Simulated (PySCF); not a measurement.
How methods differ on the excitation energy of In⁺

In⁺ [Kr] 4d10 5s2 (1S) → In⁺ [Kr] 4d10 5s1 5p1 (3P), as a difference of total energies. Computed with PySCF 2.14 in aug-cc-pVTZ-PP with ECP28MDF, with a scalar-relativistic core potential. Correlated levels: valence: 4s2 4p6 4d10 frozen. The calculations carry no spin-orbit coupling.

**Question.** Order these methods by the excitation energy they give, lowest first.
A. LDA
B. r2SCANh
C. UHF
D. M06

**Answer.** C (4.091 eV), B (5.316 eV), A (6.078 eV), D (6.198 eV).

Errors of the correlated levels include the incompleteness of this basis and the frozen core.

For comparison: 5.531 eV (measured; NIST levels, between the centres of gravity of the two terms).
